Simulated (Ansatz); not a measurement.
Cartesian coordinates (Å):
SMILES: [CH3][Al]([Cl])[Cl]
```xyz
7

C     -0.9759    -0.0166    -0.0151
Al     0.9561     0.0149    -0.0044
Cl     2.0880    -1.7517     0.0032
Cl     2.0268     1.8190     0.0261
H     -1.3564    -0.9211    -0.4919
H     -1.3550    -0.0002     1.0106
H     -1.3836     0.8558    -0.5284
```
Charge 0, spin multiplicity 1.

Level of theory: frozen-core CCSD(T)/cc-pVTZ // B3LYP-D3(BJ)/def2-TZVP in Ansatz (an electronic-structure program).

| Item | Result |
|---|---|
| HF energy | -1200.76335 Ha |
| MP2 correlation energy | -0.62388 Ha |

Task: Estimate the CCSD correlation energy, the (T) correction, the total energy and the T1 diagnostic.

Result: 
```
Property                         Result
-----------------------  --------------
CCSD correlation energy     -0.67203 Ha
(T) correction              -0.02684 Ha
CCSD(T) total energy     -1201.46223 Ha
T1 diagnostic                     0.009
```
